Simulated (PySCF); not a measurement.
Computed IR spectrum (relative IR intensity) of a molecule CH₇Cl₂NSi₂. Coordinates come from a PBE0-D3(BJ)/def2-SVP optimisation. The values are those of a single conformer. Method: PBE0-D3(BJ)/def2-SVP (PySCF). Frequencies are harmonic and unscaled.

ν (cm⁻¹): 220 (vw), 392 (w), 480 (w), 574 (m), 633 (w), 715 (w), 731 (w), 793 (w), 812 (m), 821 (m), 928 (m), 943 (vs), 959 (m), 1001 (w), 1194 (s), 1271 (w), 1421 (vw), 2228 (m), 2235 (m), 2252 (m), 3610 (w) (against the strongest line: vs over 80 %, s over 45 %, m over 15 %, w over 4 %, vw less)

Task: Which structure fits?
(A) CN([SiH2]Cl)[SiH2]Cl
(B) CN[Si@H](Cl)[SiH2]Cl
(C) C[Si@@H](Cl)[Si@@H](N)Cl
(D) C[Si](Cl)(Cl)N[SiH3]

Result: D, C[Si](Cl)(Cl)N[SiH3]
